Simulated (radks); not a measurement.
All-electron atom: the helium ion He+ in 1s1. Method: scalar-relativistic Kohn-Sham, PBE, spin-polarised, spherical densities, finite nucleus; open shells are filled with parallel spins first; Gaussian nuclear charge, rms radius 1.6755 fm; computed with a radial shooting solver on a logarithmic mesh with Libxc functionals.

X-ray form factor f0, the Fourier transform of the density (f0(0) = 1):

sin(theta)/lambda (1/angstrom),f0 (electrons)
0.05,0.986
0.1,0.945
0.15,0.883
0.2,0.806
0.25,0.721
0.3,0.635
0.4,0.475
0.5,0.346
0.6,0.250
0.8,0.131
1,0.072
1.25,0.036
1.5,0.020
2,0.007
